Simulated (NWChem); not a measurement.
System: CH₃IOTe; SMILES CO[Te]I

NWChem input:

```
start job
memory heap 200 mb stack 900 mb global 1100 mb
geometry units angstroms noautosym nocenter noautoz
  Te     0.597951     1.019222    -0.035425
  I      0.020189    -1.635189     0.003261
  O     -1.137407     1.761601     0.577273
  C     -2.218456     1.761617    -0.323162
  H     -2.549629     0.736993    -0.572189
  H     -3.049751     2.277389     0.183633
  H     -1.991955     2.294545    -1.264110
end
basis spherical
  * library def2-svpd
end
ecp
  Te library def2-ecp
  I library def2-ecp
end
dft
  xc xpbe96 cpbe96
  iterations 150
end
property
  response 1 0.0
end
task dft property
```

NWChem printed, in part:

```
             Northwest Computational Chemistry Package (NWChem) 7.3.0
             --------------------------------------------------------

                             Geometry "geometry" -> ""
                             -------------------------

 Output coordinates in angstroms (scale by  1.889725989 to convert to a.u.)

  No.       Tag          Charge          X              Y              Z
 ---- ---------------- ---------- -------------- -------------- --------------
    1 Te                  52.0000     0.59795100     1.01922200    -0.03542500
    2 I                   53.0000     0.02018900    -1.63518900     0.00326100
    3 O                    8.0000    -1.13740700     1.76160100     0.57727300
    4 C                    6.0000    -2.21845600     1.76161700    -0.32316200
    5 H                    1.0000    -2.54962900     0.73699300    -0.57218900
    6 H                    1.0000    -3.04975100     2.27738900     0.18363300
    7 H                    1.0000    -1.99195500     2.29454500    -1.26411000

 Effective nuclear repulsion energy (a.u.)     884.9566576942

                                 NWChem DFT Module
                                 -----------------

 Summary of "ao basis" -> "ao basis" (spherical)
 ------------------------------------------------------------------------------
       Tag                 Description            Shells   Functions and Types
 ---------------- ------------------------------  ------  ---------------------
 Te                        def2-svpd                13       35   5s5p3d
 I                         def2-svpd                13       35   5s5p3d
 O                         def2-svpd                 9       23   4s3p2d
 C                         def2-svpd                 8       20   4s2p2d
 H                         def2-svpd                 4        8   2s2p

            General Information
            -------------------
          SCF calculation type: DFT
          Wavefunction type:  closed shell.
          No. of atoms     :     7
          No. of electrons :    66
           Alpha electrons :    33
            Beta electrons :    33
          Charge           :     0
          Spin multiplicity:     1
          Use of symmetry is: off; symmetry adaption is: off
          Maximum number of iterations: 150
          AO basis - number of functions:   137
                     number of shells:    55
          Convergence on energy requested:  1.00D-06
          Convergence on density requested:  1.00D-05
          Convergence on gradient requested:  5.00D-04

              XC Information
              --------------
          PerdewBurkeErnzerhof Exchange Functional  1.000
            Perdew 1991 LDA Correlation Functional  1.000 local
           PerdewBurkeErnz. Correlation Functional  1.000 non-local

             Grid Information
             ----------------
          Grid used for XC integration:  medium
          Radial quadrature: Mura-Knowles
          Angular quadrature: Lebedev.
          Tag              B.-S. Rad. Rad. Pts. Rad. Cut. Ang. Pts.
          ---              ---------- --------- --------- ---------
          Te                  1.40      123          14.0       590
          I                   1.40      123          14.0       590
          O                   0.60       49          14.0       434
          C                   0.70       49          14.0       434
          H                   0.35       45          15.0       434
          Grid pruning is: on
          Number of quadrature shells:   479
          Spatial weights used:  Erf1

      Superposition of Atomic Density Guess
      -------------------------------------

 Sum of atomic energies:        -772.16545711

      Non-variational initial energy
      ------------------------------

 Total energy =    -678.474364
 1-e energy   =   -1731.343929
 2-e energy   =     755.921847
 HOMO         =      -0.213534
 LUMO         =      -0.076955

   convergence    iter        energy       DeltaE   RMS-Dens  Diis-err
 ---------------- ----- ----------------- --------- --------- ---------
 d= 0,ls=0.0,diis     1   -680.5511830973 -9.77D+02  1.89D-02  5.82D-01
 d= 0,ls=0.0,diis     2   -680.0141454395  5.37D-01  1.29D-02  5.13D+00
 d= 0,ls=0.0,diis     3   -680.5837657802 -5.70D-01  6.09D-03  3.08D-01
 d= 0,ls=0.0,diis     4   -680.6082668039 -2.45D-02  3.39D-03  1.13D-01
 d= 0,ls=0.0,diis     5   -680.6276705964 -1.94D-02  9.86D-04  1.14D-02
  Resetting Diis
 d= 0,ls=0.0,diis     6   -680.6299048035 -2.23D-03  1.44D-04  4.48D-04
 d= 0,ls=0.0,diis     7   -680.6299657630 -6.10D-05  1.18D-04  2.91D-05
 d= 0,ls=0.0,diis     8   -680.6299455181  2.02D-05  8.59D-05  1.71D-04
 d= 0,ls=0.0,diis     9   -680.6299687186 -2.32D-05  1.96D-05  1.76D-05
 d= 0,ls=0.0,diis    10   -680.6299704576 -1.74D-06  3.97D-06  3.53D-07
 d= 0,ls=0.0,diis    11   -680.6299704943 -3.67D-08  1.48D-06  1.82D-08

         Total DFT energy =     -680.629970494273
      One electron energy =    -1733.118152746725
           Coulomb energy =      813.474317563941
    Exchange-Corr. energy =      -57.933853133470
 Nuclear repulsion energy =      296.947717821981

 Numeric. integr. density =       65.999995869708

                       DFT Final Molecular Orbital Analysis
                       ------------------------------------

[...]

 DFT Linear Response polarizability / au
 Frequency  =       0.0000000 / au
              X              Y              Z
 -----------------------------------------------
 X      96.4451992     -6.6772762      1.7970962
 Y      -6.6772441    128.6460774     -1.8725905
 Z       1.7970446     -1.8726729     78.3818932
 -----------------------------------------------
 Eigenvalues =      95.2303425    130.0684704     78.1743569
 Isotropic   =     101.1577233
 Anisotropic =      45.8126664
 -----------------------------------------------

 Magnetic Dipole Response Matrix (nonzero elements):

 Exiting AOResponse driver routine
```

Level: PBE/def2-SVPD with def2 effective core potentials on Te, I. The geometry was optimised at PBE0/def2-SVP. Not confirmed as a minimum by frequencies. def2 effective core potentials on Te, I; no spin-orbit coupling.
